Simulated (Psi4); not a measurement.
CH$_{3}$BF$_{2}$ (SMILES CB(F)F), singlet, at a GFN2-xTB geometry, atoms displaced at random by about 0.08 Å a coordinate; Psi4 with PBE0/STO-3G, gradient.

Psi4 was given this input:
```
memory 2 GB

molecule mol {
0 1
  B    -0.033675   -0.091427    0.109065
  F     1.286831   -0.296059   -0.149932
  F    -0.557428   -0.464653    1.127139
  C    -0.749333    0.918695   -0.933625
  H    -1.808898    0.947352   -0.731686
  H    -0.684983    0.276995   -1.973253
  H    -0.283993    1.599629   -1.390681
symmetry c1
no_reorient
no_com
}

set basis sto-3g
set reference rks

gradient('pbe0')
print_variables()
```

Output, abridged:

```
gradient() will perform analytic gradient computation.

   => Loading Basis Set <=

    Name: STO-3G
    Role: ORBITAL
    Keyword: BASIS

         ---------------------------------------------------------
                                   SCF
               by Justin Turney, Rob Parrish, Andy Simmonett
                          and Daniel G. A. Smith
                              RKS Reference
         ---------------------------------------------------------

  ==> Geometry <==

    Molecular point group: c1
    Full point group: C1

    Geometry (in Angstrom), charge = 0, multiplicity = 1:

       Center              X                  Y                   Z               Mass
    ------------   -----------------  -----------------  -----------------  -----------------
         B           -0.033675000000    -0.091427000000     0.109065000000    11.009305360000
         F            1.286831000000    -0.296059000000    -0.149932000000    18.998403162730
         F           -0.557428000000    -0.464653000000     1.127139000000    18.998403162730
         C           -0.749333000000     0.918695000000    -0.933625000000    12.000000000000
         H           -1.808898000000     0.947352000000    -0.731686000000     1.007825032230
         H           -0.684983000000     0.276995000000    -1.973253000000     1.007825032230
         H           -0.283993000000     1.599629000000    -1.390681000000     1.007825032230

  Running in c1 symmetry.

  Rotational constants: A =      0.32869  B =      0.28510  C =      0.15646 [cm^-1]
  Rotational constants: A =   9853.95022  B =   8547.07565  C =   4690.49101 [MHz]
  Nuclear repulsion =  112.068736941378049

  Charge       = 0
  Multiplicity = 1
  Electrons    = 32
  Nalpha       = 16
  Nbeta        = 16

  ==> Algorithm <==

  SCF Algorithm Type is DF.
  DIIS enabled.
  MOM disabled.
  Fractional occupation disabled.
  Guess Type is SAD.
  Energy threshold   = 1.00e-08
  Density threshold  = 1.00e-08
  Integral threshold = 1.00e-12

  ==> Primary Basis <==

  Basis Set: STO-3G
    Blend: STO-3G
    Number of shells: 15
    Number of basis functions: 23
    Number of Cartesian functions: 23
    Spherical Harmonics?: true
    Max angular momentum: 1

  ==> DFT Potential <==

   => LibXC <=

    Version 7.1.2
    S. Lehtola, C. Steigemann, M. J. T. Oliveira, and M. A. L. Marques,  SoftwareX 7, 1–5 (2018) (10.1016/j.softx.2017.11.002)

   => Composite Functional: PBE0 <=

    PBE0 Hyb-GGA Exchange-Correlation Functional

    C. Adamo and V. Barone,  J. Chem. Phys. 110, 6158 (1999) (10.1063/1.478522)
    M. Ernzerhof and G. E. Scuseria,  J. Chem. Phys. 110, 5029 (1999) (10.1063/1.478401)

    Deriv               =              1
    GGA                 =           TRUE
    Meta                =          FALSE

    Exchange Hybrid     =           TRUE
    MP2 Hybrid          =          FALSE

   => Exchange Functionals <=

    0.7500   Perdew, Burke & Ernzerhof

   => Exact (HF) Exchange <=

    0.2500               HF

   => Correlation Functionals <=

    1.0000   Perdew, Burke & Ernzerhof

   => LibXC Density Thresholds  <==

    XC_HYB_GGA_XC_PBEH:  1.00E-15

   => Molecular Quadrature <=

    Radial Scheme          =       TREUTLER
    Pruning Scheme         =           NONE
    Nuclear Scheme         =       TREUTLER

    Blocking Scheme        =         OCTREE
    BS radius alpha        =              1
    Pruning alpha          =              1
    Radial Points          =             75
    Spherical Points       =            302
    Total Points           =         149746
    Total Blocks           =           1181
    Max Points             =            256
    Max Functions          =             22
    Weights Tolerance      =       1.00E-15

   => Loading Basis Set <=

    Name: (STO-3G AUX)
    Role: JKFIT
    Keyword: DF_BASIS_SCF

  ==> Integral Setup <==

  SCF_SUBTYPE=INCORE selected. In-core MEM_DF algorithm will be used.
  Using in-core AOs.

  ==> MemDFJK: Density-Fitted J/K Matrices <==

    J tasked:                   Yes
    K tasked:                   Yes
    wK tasked:                   No
    Algorithm:                 Core
    Schwarz Cutoff:           1E-12
    Mask sparsity (%):       1.1342
    Fitting Condition:        1E-10

   => Auxiliary Basis Set <=

  Basis Set: (STO-3G AUX)
    Blend: DEF2-UNIVERSAL-JKFIT
    Number of shells: 118
    Number of basis functions: 358
    Number of Cartesian functions: 424
    Spherical Harmonics?: true
    Max angular momentum: 4

  Minimum eigenvalue in the overlap matrix is 1.9903278943E-01.
  Reciprocal condition number of the overlap matrix is 8.3632485611E-02.
    Using symmetric orthogonalization.

  ==> Pre-Iterations <==

  SCF Guess: Superposition of Atomic Densities via on-the-fly atomic UHF (no occupation information).

   -------------------------
    Irrep   Nso     Nmo
   -------------------------
     A         23      23
   -------------------------
    Total      23      23
   -------------------------

  ==> Iterations <==

                           Total Energy        Delta E     RMS |[F,P]|

   @DF-RKS iter SAD:  -259.14347871931471   -2.59143e+02   0.00000e+00
   @DF-RKS iter   1:  -260.55142524343074   -1.40795e+00   9.21728e-03 DIIS/ADIIS
   @DF-RKS iter   2:  -260.55070280496972    7.22438e-04   1.02834e-02 DIIS/ADIIS
   @DF-RKS iter   3:  -260.58482998869607   -3.41272e-02   1.45817e-03 DIIS/ADIIS
   @DF-RKS iter   4:  -260.58550364035017   -6.73652e-04   3.88422e-04 DIIS/ADIIS
   @DF-RKS iter   5:  -260.58555691460339   -5.32743e-05   4.08260e-05 DIIS
   @DF-RKS iter   6:  -260.58555743132757   -5.16724e-07   1.23426e-05 DIIS
   @DF-RKS iter   7:  -260.58555748248233   -5.11548e-08   1.36391e-06 DIIS
   @DF-RKS iter   8:  -260.58555748328172   -7.99389e-10   1.66130e-07 DIIS
   @DF-RKS iter   9:  -260.58555748329314   -1.14255e-11   1.62194e-08 DIIS
   @DF-RKS iter  10:  -260.58555748329343   -2.84217e-13   1.20201e-09 DIIS
[...]

    Final Occupation by Irrep:
              A
    DOCC [    16 ]
    NA   [    16 ]
    NB   [    16 ]

  @DF-RKS Final Energy:  -260.58555748329343

   => Energetics <=

    Nuclear Repulsion Energy =            112.0687369413780488
    One-Electron Energy =                -584.7128608180398714
    Two-Electron Energy =                 235.9986462585463585
    DFT Exchange-Correlation Energy =     -23.9400798651779745
    Empirical Dispersion Energy =           0.0000000000000000
    VV10 Nonlocal Energy =                  0.0000000000000000
    Total Energy =                       -260.5855574832934280

Computation Completed

Properties will be evaluated at   0.000000,   0.000000,   0.000000 [a0]

Properties computed using the SCF density matrix

 Multipole Moments:

 ------------------------------------------------------------------------------------
     Multipole            Electronic (a.u.)      Nuclear  (a.u.)        Total (a.u.)
 ------------------------------------------------------------------------------------

 L = 1.  Multiply by 2.5417464519 to convert [e a0] to [Debye]
 Dipole X            :          1.4977110           -1.6584614           -0.1607504
 Dipole Y            :         -2.1251850            1.9513369           -0.1738482
 Dipole Z            :          0.6827703           -0.6749762            0.0077941
 Magnitude           :                                                    0.2369064

 ------------------------------------------------------------------------------------

         ------------------------------------------------------------
                                   SCF GRAD
                          Rob Parrish, Justin Turney,
                       Andy Simmonett, and Alex Sokolov
         ------------------------------------------------------------

  ==> Geometry <==

    Molecular point group: c1
    Full point group: C1

    Geometry (in Angstrom), charge = 0, multiplicity = 1:

       Center              X                  Y                   Z               Mass
    ------------   -----------------  -----------------  -----------------  -----------------
         B           -0.033675000000    -0.091427000000     0.109065000000    11.009305360000
         F            1.286831000000    -0.296059000000    -0.149932000000    18.998403162730
         F           -0.557428000000    -0.464653000000     1.127139000000    18.998403162730
         C           -0.749333000000     0.918695000000    -0.933625000000    12.000000000000
         H           -1.808898000000     0.947352000000    -0.731686000000     1.007825032230
         H           -0.684983000000     0.276995000000    -1.973253000000     1.007825032230
         H           -0.283993000000     1.599629000000    -1.390681000000     1.007825032230

  Nuclear repulsion =  112.068736941378049

  ==> Basis Set <==

  Basis Set: STO-3G
    Blend: STO-3G
    Number of shells: 15
    Number of basis functions: 23
    Number of Cartesian functions: 23
    Spherical Harmonics?: true
    Max angular momentum: 1

  ==> DFJKGrad: Density-Fitted SCF Gradients <==

    Gradient:                    1
    J tasked:                  Yes
    K tasked:                  Yes
    wK tasked:                  No
    Integrals threads:           1
    Schwarz Cutoff:          1E-12
    Fitting Condition:       1E-10

   => Auxiliary Basis Set <=

  Basis Set: (STO-3G AUX)
    Blend: DEF2-UNIVERSAL-JKFIT
    Number of shells: 118
    Number of basis functions: 358
    Number of Cartesian functions: 424
    Spherical Harmonics?: true
    Max angular momentum: 4

  ==> DFT Potential <==

   => LibXC <=

    Version 7.1.2
    S. Lehtola, C. Steigemann, M. J. T. Oliveira, and M. A. L. Marques,  SoftwareX 7, 1–5 (2018) (10.1016/j.softx.2017.11.002)

   => Composite Functional: PBE0 <=

    PBE0 Hyb-GGA Exchange-Correlation Functional

    C. Adamo and V. Barone,  J. Chem. Phys. 110, 6158 (1999) (10.1063/1.478522)
    M. Ernzerhof and G. E. Scuseria,  J. Chem. Phys. 110, 5029 (1999) (10.1063/1.478401)

    Deriv               =              1
    GGA                 =           TRUE
    Meta                =          FALSE

    Exchange Hybrid     =           TRUE
    MP2 Hybrid          =          FALSE

   => Exchange Functionals <=

    0.7500   Perdew, Burke & Ernzerhof

   => Exact (HF) Exchange <=

    0.2500               HF

   => Correlation Functionals <=

    1.0000   Perdew, Burke & Ernzerhof

   => LibXC Density Thresholds  <==

    XC_HYB_GGA_XC_PBEH:  1.00E-15

   => Molecular Quadrature <=

    Radial Scheme          =       TREUTLER
    Pruning Scheme         =           NONE
    Nuclear Scheme         =       TREUTLER

    Blocking Scheme        =         OCTREE
    BS radius alpha        =              1
    Pruning alpha          =              1
    Radial Points          =             75
    Spherical Points       =            302
    Total Points           =         149746
    Total Blocks           =           1181
    Max Points             =            256
    Max Functions          =             22
    Weights Tolerance      =       1.00E-15

  -Total Gradient:
     Atom            X                  Y                   Z
    ------   -----------------  -----------------  -----------------
       1       -0.107949577026    -0.097404207023     0.154214662820
       2        0.024833710778     0.010238182949    -0.012226808929
       3        0.070668075035     0.062889169912    -0.136914040052
       4        0.071609961763     0.226776161953     0.002092753990
       5        0.009327045044    -0.024571423027     0.001986202004
       6        0.017263053714    -0.011555986663    -0.057486184450
       7       -0.085983228762    -0.166309719238     0.048530145415

  Variable Map:
  ----------------------------------------------------------------------------
[...]
  Array Variable Map:
  ----------------------------------------------------------------------------
[...]
[...]
```
